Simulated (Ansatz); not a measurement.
Relaxation of C2H8F2N2Si (15 atoms, charge 0, multiplicity 1), to a largest force component of 0.015 eV/Å in at most 40 steps.

These are results of Ansatz 0.2.0, RKS PBE/def2-SVP, not measurements.

```xyz
15
Properties=species:S:1:pos:R:3
C -0.677 0.520 1.264
N -0.105 -0.308 0.243
Si 1.170 -1.316 0.705
C 0.120 0.432 -0.994
N 0.862 1.676 -0.617
F 0.841 -0.219 -1.881
F -1.010 0.884 -1.527
H -1.648 0.990 0.911
H -0.952 0.019 2.209
H -0.072 1.404 1.556
H 1.426 -2.336 -0.308
H 0.838 -1.977 2.002
H 2.348 -0.445 0.925
H 0.278 2.171 0.031
H 0.889 2.191 -1.463
```

**Question.** Where does it end, and by what steps?

**Answer.** The run converged. After 31 steps the energy has fallen by 0.947 eV; H13 moved furthest, 0.97 Å.

```csv
step,energy less start (eV),largest force component (eV/Å),accepted
0,0.0000,3.698,yes
2,-0.8351,0.620,yes
4,-0.8761,0.184,yes
6,-0.9004,0.151,yes
8,-0.9141,0.206,yes
10,-0.9163,0.400,no
12,-0.9325,0.123,yes
14,-0.9364,0.069,yes
16,-0.9378,0.052,yes
18,-0.9390,0.137,yes
20,-0.9401,0.186,yes
22,-0.9414,0.218,yes
24,-0.9432,0.232,yes
26,-0.9455,0.079,yes
28,-0.9465,0.023,yes
30,-0.9468,0.059,yes
31,-0.9470,0.009,yes
```

```xyz
15
Properties=species:S:1:pos:R:3
C -0.794 0.530 1.269
N 0.309 0.083 0.423
Si 1.167 -1.453 0.696
C 0.382 0.678 -0.862
N 0.681 2.045 -0.870
F 1.348 -0.069 -1.559
F -0.779 0.484 -1.613
H -1.788 0.221 0.877
H -0.677 0.115 2.288
H -0.801 1.638 1.356
H 0.705 -2.589 -0.177
H 0.839 -1.786 2.126
H 2.652 -1.296 0.560
H 0.952 2.453 0.022
H 0.113 2.631 -1.479
```

Time of the run: 3.5 min on 2 threads of Arm Neoverse N1, on a shared host, peak memory 0.2 GiB.
